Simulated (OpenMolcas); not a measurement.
Cr3+ (d3) in a complex was computed by CASSCF with the d shell active (OpenMolcas, ANO-RCC-VTZP on the metal). Its lowest spin-free states, and all those of the highest spin:

| 2S+1 | Degeneracy | E (cm-1) |
| --- | --- | --- |
| 4 | 1 | 0.0 |
| 4 | 3 | 10330 |
| 4 | 3 | 17026 |
| 2 | 2 | 19073 |
| 2 | 3 | 20013 |
| 2 | 3 | 25644 |
| 2 | 1 | 26437 |
| 2 | 3 | 28767 |
| 4 | 3 | 29565 |
| 2 | 3 | 30041 |
| 2 | 2 | 32359 |
| 2 | 3 | 34517 |

Task: Is the site octahedral, tetrahedral or cube-like, axial, or of lower symmetry?

Result: The states with 2S+1 = 4 have orbital degeneracies 1, 3, 3, 3. Threefold states need a cubic site. For d3 at this spin an octahedron puts the single A2 below the threefold T2 and a tetrahedron or cube puts the threefold T1 below the threefold T2, so the site is octahedral. The first gap at this spin, 10300 cm-1, is |10Dq| in ligand-field theory. The run had Cr3+ with 6 ligands (chloride) in octahedral coordination (Oh) at 2.38 Å. A charge of +0.5 e stands 2.6 Å behind each ligand. Ligand basis ANO-RCC-VDZP.

Without dynamic correlation the repulsion within the d shell is too large (B by tens of per cent), so at a given field states of lower spin stand too high. Ligand-to-metal charge-transfer states are missing. With no ligand orbital active B as a rule stays too high, so bands that hang on it stand too high and its fall with covalency is understated. With metal d orbitals alone and no dynamic correlation the field as a rule comes out too small, by tens of per cent, by up to half for chloride and softer ligands. No measured value stands beside these numbers; the geometry was imposed, not optimised, and the real ion may take another.
